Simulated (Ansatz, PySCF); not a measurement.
Compounds of Si with 4 ligands, in which Cl is traded for H. Quantity: H-Si bond dissociation enthalpy, 298 K, in kcal/mol. Each molecule is optimised on its own at B3LYP-D3(BJ)/def2-TZVP (Ansatz, an electronic-structure program). Frequencies are from Ansatz or PySCF. Valence correlation only, unless marked. Open shells are spin-unrestricted. No spin-orbit coupling. Non-relativistic. CBS(X,Y): correlation extrapolated as X^-3; Hartree-Fock from the larger set. The bracket is a focal-point correction in the basis named. Rows marked 298 K are enthalpies with B3LYP-D3(BJ) harmonic zero-point and thermal terms. The first level has limits of its own.

```json
[
 {"n(H)": "1", "species (SMILES)": "Cl[SiH](Cl)Cl, to Cl[Si](Cl)Cl + H atom", "RI-MP2/CBS(cc-pV(T+d)Z,cc-pV(Q+d)Z)+[CCSD(T)-MP2]/cc-pV(T+d)Z (Ansatz)": "93.9", "PBE/def2-TZVPD (Ansatz)": "84.1", "wB97X-V/def2-TZVPD (Ansatz)": "92.5"},
 {"n(H)": "2", "species (SMILES)": "Cl[SiH2]Cl, to Cl[SiH]Cl + H atom", "RI-MP2/CBS(cc-pV(T+d)Z,cc-pV(Q+d)Z)+[CCSD(T)-MP2]/cc-pV(T+d)Z (Ansatz)": "93.1", "PBE/def2-TZVPD (Ansatz)": "84.2", "wB97X-V/def2-TZVPD (Ansatz)": "91.8"},
 {"n(H)": "3", "species (SMILES)": "[SiH3]Cl, to [SiH2]Cl + H atom", "RI-MP2/CBS(cc-pV(T+d)Z,cc-pV(Q+d)Z)+[CCSD(T)-MP2]/cc-pV(T+d)Z (Ansatz)": "?", "PBE/def2-TZVPD (Ansatz)": "?", "wB97X-V/def2-TZVPD (Ansatz)": "?"},
 {"n(H)": "4", "species (SMILES)": "[SiH4] (SiH4), to [SiH3] (SiH3) + H atom", "RI-MP2/CBS(cc-pV(T+d)Z,cc-pV(Q+d)Z)+[CCSD(T)-MP2]/cc-pV(T+d)Z (Ansatz)": "92.5", "PBE/def2-TZVPD (Ansatz)": "86.2", "wB97X-V/def2-TZVPD (Ansatz)": "92.1"}
]
```

Problem. Fit a straight line through the known rows at each level by least squares, predict the withheld row (n(H) = 3), and compare with the run.

Solution. 
- The known rows have mean n(H) = 2.33333 and Σ(n(H) - mean)² = 4.6667.
- RI-MP2/CBS(cc-pV(T+d)Z,cc-pV(Q+d)Z)+[CCSD(T)-MP2]/cc-pV(T+d)Z: mean 93.167, Σ(n(H) - mean)(y - mean) = -2.067, slope -0.443 kcal/mol a step; the line gives 93.167 + (-0.443)×(3 - 2.33333) = 92.9; the run gives 92.8, -0.1 from the line, whose largest residual on the known rows is 0.2.
- PBE/def2-TZVPD: mean 84.833, Σ(n(H) - mean)(y - mean) = 3.467, slope 0.743 kcal/mol a step; the line gives 84.833 + (0.743)×(3 - 2.33333) = 85.3; the run gives 85.1, -0.2 from the line, whose largest residual on the known rows is 0.4.
- wB97X-V/def2-TZVPD: mean 92.133, Σ(n(H) - mean)(y - mean) = -0.433, slope -0.093 kcal/mol a step; the line gives 92.133 + (-0.093)×(3 - 2.33333) = 92.1; the run gives 91.8, -0.3 from the line, whose largest residual on the known rows is 0.4.
- PBE minus the first level along the series: -9.8, -8.9, -7.7, -6.3 kcal/mol.
